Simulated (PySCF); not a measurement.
## Steps of a relaxation of [Nd(BH4)2]+

[Nd(BH4)2]+ (singlet in the valence; each metal's 4f electrons, 3 of them, lie in its core potential, out of spins and levels). PySCF 2.14.0, RKS r2SCAN, Nd lcecp-1-SVP with ECP49, B def2-SVP, H def2-SVP; non-relativistic Hamiltonian with scalar-relativistic core potentials where named; density fitting; no spin-orbit coupling. Origin of the start: displaced along the imaginary mode. Columns: position (Å) and force (eV/Å). Energies are counted from the last step; some of the 14 steps are shown. Forces carry noise of the integration grid, about 0.01 to 0.03 eV/Å.

Run from Python with OMP_NUM_THREADS=2. Where DIIS fails, smearing, a level shift and second-order steps follow.
It took 120 s on 2 threads of Arm Neoverse N1 (shared host), from the converged density of the start.

```xyz
11
step 0  E = 0.059 eV
Nd    0.0000    0.0000    0.0000     0.00    0.00    0.00
B     0.0000    0.0000    2.5022     0.00    0.00   -0.28
H     0.0000    0.0000    3.6989     0.00    0.00    0.01
H     1.1202    0.3581    1.9726    -0.38   -0.14    0.09
H    -0.8702    0.7911    1.9726     0.31   -0.26    0.09
H    -0.2500   -1.1492    1.9726     0.07    0.40    0.09
B     0.0000    0.0000   -2.5022     0.00    0.00    0.28
H     0.0000    0.0000   -3.6989     0.00    0.00   -0.01
H     1.1202   -0.3581   -1.9726    -0.38    0.14   -0.09
H    -0.8702   -0.7911   -1.9726     0.31    0.26   -0.09
H    -0.2500    1.1492   -1.9726     0.07   -0.40   -0.09
```

```xyz
11
step 4  E = 0.015 eV
Nd    0.0000    0.0000    0.0000     0.00    0.00    0.00
B     0.0000    0.0000    2.4958     0.00    0.00   -0.11
H     0.0000    0.0000    3.6918     0.00    0.00    0.01
H     1.1309    0.2128    1.9544    -0.05   -0.03    0.08
H    -0.7497    0.8730    1.9544     0.05   -0.03    0.08
H    -0.3812   -1.0858    1.9544     0.00    0.06    0.08
B     0.0000    0.0000   -2.4958     0.00    0.00    0.11
H     0.0000    0.0000   -3.6918     0.00    0.00   -0.01
H     1.1309   -0.2128   -1.9544    -0.05    0.03   -0.08
H    -0.7497   -0.8730   -1.9544     0.05    0.03   -0.08
H    -0.3812    1.0858   -1.9544     0.00   -0.06   -0.08
```

```xyz
11
step 9  E = 0.000 eV
Nd    0.0000    0.0000    0.0000     0.00    0.00    0.00
B     0.0000    0.0000    2.4990     0.00    0.00    0.01
H     0.0000    0.0000    3.6956     0.00    0.00    0.00
H     1.1505    0.0305    1.9683    -0.01    0.00   -0.01
H    -0.6017    0.9811    1.9683     0.01   -0.01    0.00
H    -0.5488   -1.0116    1.9683     0.00    0.01    0.00
B     0.0000    0.0000   -2.4990     0.00    0.00   -0.01
H     0.0000    0.0000   -3.6956     0.00    0.00    0.00
H     1.1505   -0.0305   -1.9683    -0.01    0.00    0.01
H    -0.6017   -0.9811   -1.9683     0.01    0.01    0.00
H    -0.5488    1.0116   -1.9683     0.00   -0.01    0.00
```

Task: Where does the relaxation end?

Result: It converges at step 13 in D3h:
```xyz
11
step 13  E = 0
Nd    0.0000    0.0000    0.0000
B     0.0000    0.0000    2.4998
H     0.0000    0.0000    3.6964
H     1.1497    0.0005    1.9672
H    -0.5753    0.9954    1.9672
H    -0.5744   -0.9959    1.9672
B     0.0000    0.0000   -2.4998
H     0.0000    0.0000   -3.6964
H     1.1497   -0.0005   -1.9672
H    -0.5753   -0.9954   -1.9672
H    -0.5744    0.9959   -1.9672
```

Task: How did the contacts change?

Result: 
```json
{"contact": "Nd1–H5 (BH4)", "start (Å)": "2.297", "end (Å)": "2.279"}
{"contact": "Nd1–H10 (BH4)", "start (Å)": "2.297", "end (Å)": "2.279"}
{"contact": "Nd1–H6 (BH4)", "start (Å)": "2.297", "end (Å)": "2.279"}
{"contact": "Nd1–H11 (BH4)", "start (Å)": "2.297", "end (Å)": "2.279"}
```


No frequency check is given that shows the relaxed geometry to be a minimum. An lcecp potential fixes the number of 4f electrons, so in runs with it no electron can move into or out of that shell.
